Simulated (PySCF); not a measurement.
Computed IR spectrum (relative IR intensity) of a molecule C3H9NSi2. Coordinates come from a PBE-D3(BJ)/def2-SVP optimisation. One conformer was computed; it need not be the lowest. These are PBE-D3(BJ)/def2-SVP run with PySCF values and carry that method's errors. Frequencies are harmonic and unscaled.

Lines under 2 % of the strongest are left out, and lines within 2 cm⁻¹ are merged.

ν (cm⁻¹): 279 (m), 323 (w), 571 (w), 624 (w), 649 (m), 711 (w), 785 (vw), 820 (w), 858 (m), 906 (vs), 955 (s), 964 (w), 984 (w), 1068 (m), 1091 (w), 1396 (vw), 1400 (w), 1581 (vw), 2115 (m), 2118 (s), 2125 (vs), 2135 (w), 2951 (w), 3025 (vw), 3048 (w), 3054 (vw), 3563 (w) (against the strongest line: vs over 80 %, s over 45 %, m over 15 %, w over 4 %, vw less)

Question: Which structure fits?
A) CC[Si@H]1C=N[SiH2]1
B) N[C@@H]([SiH3])C#C[SiH3]
C) C=C[SiH2]/N=C/[SiH3]
D) CC1=C[SiH2]N[SiH2]1

Answer: D, CC1=C[SiH2]N[SiH2]1
